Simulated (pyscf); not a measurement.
GaH₂•, doublet

Gas-phase minimum from PySCF at ωB97X-D3(BJ)/def2-SVP, one conformer. 

```xyz
3

Ga     0.0486    -0.4246     0.5365
H     -0.7151     0.4286     1.6413
H     -0.7727    -1.3427    -0.4706
```
Charge 0, spin multiplicity 2.

Bonded distances (Å): Ga1–H2 1.591, Ga1–H3 1.591. Bond angles (°): H2–Ga1–H3 120.1.

Properties at ωB97X-D3(BJ)/def2-SVP:

```json
{
  "harmonic_wavenumbers_unscaled": "754, 1855, 1904 cm⁻¹",
  "zero_point_energy": "6.5 kcal/mol",
  "rotational_symmetry_number": "2",
  "Entropy of this conformer at 298 K and 1 atm, rigid rotor and harmonic oscillator, modes under 100 cm⁻¹ raised to 100": "224.8 J/(mol K)",
  "dipole_moment": "0.23 D",
  "Spin expectation value S2": "0.752"
}
```

Single-point totals, which compare only within one level (frozen core for MP2 and CC):

| level | total energy (hartree) |
|---|---|
| ωB97X-D3(BJ)/def2-TZVP | -1925.94736 |
| PBE/def2-TZVP | -1925.68833 |
| r²SCAN/def2-TZVP | -1925.97374 |
| B3LYP-D3(BJ)/def2-TZVP | -1926.04459 |
| PBE0-D3(BJ)/def2-TZVP | -1925.73070 |
| M06-2X/def2-TZVP | -1925.97464 |
| ωB97M-D3(BJ)/def2-TZVP | -1926.01261 |
| UHF/def2-TZVPP | -1924.36080 |
| MP2/def2-TZVPP | -1924.57519 |
| CCSD/def2-TZVPP | -1924.58442 |
| CCSD(T)/def2-TZVPP | -1924.59230 |

The CCSD(T) − MP2 part came from Ansatz, without density fitting, on the same reference. The frozen core leaves the outer d or s,p core shells of the metals and heavy elements correlated in the MP2 and CC values, and def2-TZVPP describes them poorly, so these totals are far from the basis limit. Elements up to Kr have no core potential and no relativistic terms here.
